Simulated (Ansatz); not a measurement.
Worked example: CHBr2Cl + GeH(GeH3)Cl → CHBr2 + GeH(GeH3)Cl2

Species: CHBr2Cl (chlorodibromomethane) `ClC(Br)Br`, singlet; GeH(GeH3)Cl, doublet; CHBr2 `Br[CH]Br`, doublet; GeH(GeH3)Cl2, singlet. A radical takes Cl: the energy is the difference in strength between the C–Cl bond broken and the Ge–Cl bond made.

Shapes, held fixed at every level: PBE0-D4/def2-TZVP. Programs: Ansatz 0.2.0. The zero-point and thermal change to 298 K, harmonic and unscaled (PBE0-D4/def2-TZVP), is -2.7 kJ/mol.

At CCSD(T)/def2-TZVPP; 1 Eh = 2625.50 kJ/mol:

```
     species   energy (Eh)
     CHBr2Cl  -5643.761197
 GeH(GeH3)Cl  -4613.343899
       CHBr2  -5183.979817
GeH(GeH3)Cl2  -5073.159694
```

Problem. Work out ΔH(298 K) of the reaction at this level.

Solution. 
1. Products less reactants: (-5183.979817) + (-5073.159694) − [(-5643.761197) + (-4613.343899)] = -0.034415 Eh = -90.4 kJ/mol.
2. With the thermal change: -90.4 + (-2.7) = -93.1 kJ/mol.

Other levels give -101.9 (r2SCAN0-D4/def2-TZVPP) to -83.5 kJ/mol (wB97M-V/def2-TZVPP). No measured value is set beside it here. Open shells run unrestricted. Relativity is left out for Br, Ge. Outer-core shells of Br, Ge are correlated, in sets that cover them unevenly.
